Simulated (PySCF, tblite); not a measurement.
Isomers of C3H7NSSi2, one GFN2-xTB conformer each. Single-point energies are computed at PBE0/pcSseg-1 (PySCF, gas phase, no added dispersion term), electronic only.

Task: Rank them by PBE0/pcSseg-1 energy, lowest first (kJ/mol).
A. `[N:1]#[C:2][C@H:3]1[CH2:4][SiH2:5][S:6][SiH2:7]1` with C2–C3–C4–Si5 170°, C3–C4–Si5–S6 -33°, C4–Si5–S6–Si7 7°, Si5–S6–Si7–C3 14°
B. `[N:1]#[C:2][C@@:3]1([SiH3:4])[CH2:5][Si@H:6]1[SH:7]` with C5–Si6–S7–H 57°
C. `[CH2:1]=[CH:2][Si@H:3]([C:4]#[N:5])[S:6][SiH3:7]` with C1–C2–Si3–C4 -17°, C2–Si3–S6–Si7 162°
D. `[N:1]#[C:2]/[CH:3]=[CH:4]/[SiH2:5][S:6][SiH3:7]` with C3–C4–Si5–S6 0°, C4–Si5–S6–Si7 179°
E. `[N:1]#[C:2][C@@H:3]1[SiH2:4][CH2:5][S:6][SiH2:7]1` with C2–C3–Si4–C5 -160°, C3–Si4–C5–S6 35°, Si4–C5–S6–Si7 -17°, C5–S6–Si7–C3 -7°

Result: A (0.0), E (69.2), C (88.0), D (121.2), B (187.2).

As drawn, the highest has a three-membered ring and an S–H bond, which the lowest lacks. GFN2-xTB itself gives, in the same order: 0.0, 95.3, 150.0, 89.6, 207.0. Both levels put the same isomer lowest; measured from each level's own lowest isomer, the values differ by up to 62.0 kJ/mol (C=C[Si@H](C#N)S[SiH3]: 150.0 against 88.0).

Task: Which frontier levels, dipoles and rotational constants go with these structures?

Result: 
| SMILES | HOMO (eV, PBE0/pcSseg-1) | LUMO (eV) | dipole (D) | A, B, C (MHz) |
| --- | --- | --- | --- | --- |
| N#C[C@H]1C[SiH2]S[SiH2]1 | -7.63 | -0.65 | 2.81 | 2665, 1086, 805.8 |
| N#C[C@@H]1[SiH2]CS[SiH2]1 | -7.23 | -0.56 | 3.55 | 2462, 1168, 834.3 |
| C=C[Si@H](C#N)S[SiH3] | -7.71 | -1.24 | 2.20 | 2239, 950.5, 715.0 |
| N#C/C=C/[SiH2]S[SiH3] | -7.69 | -2.05 | 5.12 | 4965, 534.9, 488.3 |
| N#C[C@@]1([SiH3])C[Si@H]1S | -7.25 | -0.75 | 4.04 | 2341, 1000, 811.0 |

Task: What happens when harmonic zero-point energies from GFN2-xTB frequencies are added?

Result: 
| SMILES | ZPE (kJ/mol) | electronic (kJ/mol) | with ZPE (kJ/mol) |
| --- | --- | --- | --- |
| N#C[C@H]1C[SiH2]S[SiH2]1 | 232.7 | 0.0 | 0.0 |
| N#C[C@@H]1[SiH2]CS[SiH2]1 | 228.7 | 69.2 | 65.2 |
| C=C[Si@H](C#N)S[SiH3] | 222.4 | 88.0 | 77.7 |
| N#C/C=C/[SiH2]S[SiH3] | 218.0 | 121.2 | 106.5 |
| N#C[C@@]1([SiH3])C[Si@H]1S | 217.9 | 187.2 | 172.4 |

The zero-point energies span 14.8 kJ/mol. The order is unchanged.

Task: As an exercise, what shares would exp(−E/RT) give at 2000 K from these electronic energies alone (no entropy, no degeneracies)?

Result: RT = 16.629 kJ/mol: N#C[C@H]1C[SiH2]S[SiH2]1 97.9 %, N#C[C@@H]1[SiH2]CS[SiH2]1 1.5 %, C=C[Si@H](C#N)S[SiH3] 0.5 %, N#C/C=C/[SiH2]S[SiH3] 0.1 %, N#C[C@@]1([SiH3])C[Si@H]1S under 0.1 %.
